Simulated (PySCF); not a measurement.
# Choosing a basis for TDDFT

C3H9NSi.
SMILES: `CC/C=N\[SiH3]`

TDDFT with PBE0 (PySCF), vertical singlets, core orbitals frozen in the response, spherical d and f functions. Geometry: PBE0-D3(BJ)/def2-SVP, one conformer, isolated molecule.

Compare 6-31G*, def2-SVP, def2-SVPD and def2-TZVP for this molecule.

```csv
basis,functions,diffuse,S1 (eV),S2 (eV),S3 (eV),S4 (eV),S5 (eV),LUMO (eV),α (au)
6-31G*,92,no,4.24,6.49,7.55,7.67,7.89,-0.34,61.6
def2-SVP,119,no,4.15,6.66,7.37,7.47,7.70,-0.53,65.6
def2-SVPD,176,yes,4.13,6.18,6.62,6.89,7.14,-0.72,75.1
def2-TZVP,215,no,4.13,6.30,6.86,7.21,7.29,-0.68,72.4
```

States are compared by their number. Against the only diffuse basis here (def2-SVPD, itself not a converged limit), sets without diffuse functions differ by up to 0.11 eV in S1 and 0.75 eV in S5. State by state, the largest deviation of a set without diffuse functions is S1 0.11, S2 0.48, S3 0.93, S4 0.78, S5 0.75 eV. The same number needn't mean the same state in each row. Against def2-SVPD the polarisability deviates by -18% in 6-31G*, -13% in def2-SVP, -4% in def2-TZVP.
